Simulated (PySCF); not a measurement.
Gas-phase reaction: 2 WO2F2 + 6 F + H2O = 2 WF5OH + 3 O

Computed with PySCF (xtb for GFN2) and rigid-rotor harmonic-oscillator thermochemistry at 1 bar. † marks an energy on the PBE0/def2-TZVP geometry and frequencies; other levels use their own. Open shells (unrestricted): F (multiplicity 2), O (multiplicity 3); the rest are closed-shell singlets. GFN2 has no spin-polarisation term. Spin-orbit splitting is ignored; it lowers the true energy and changes the entropy of F, O. W: scalar-relativistic def2 core potential, no spin-orbit coupling. WO2F2, WF5OH: computed as isolated molecules; such fragments, hydroxides, amides, oligomers or adducts are transient or little studied in the gas. Warning, point group unlike the PBE0 one: WF5OH, WO2F2 (GFN2-xTB).

| level | ΔH°(298 K), kJ |
|---|---|
| BLYP/def2-TZVP† | … |
| GFN2-xTB | -1047 |
| HF/def2-TZVP† | -822 |
| M06-2X/def2-TZVP† | -922 |
| PBE/def2-SVP | … |
| PBE/def2-TZVP† | … |
| PBE0/def2-SVP† | … |
| ωB97M-V/def2-TZVP† | -969 |

Question: Some entries are withheld; supply them.

Answer: 
- BLYP/def2-TZVP†, ΔH°(298 K), kJ: -916
- PBE/def2-SVP, ΔH°(298 K), kJ: -1068
- PBE/def2-TZVP†, ΔH°(298 K), kJ: -954
- PBE0/def2-SVP†, ΔH°(298 K), kJ: -996
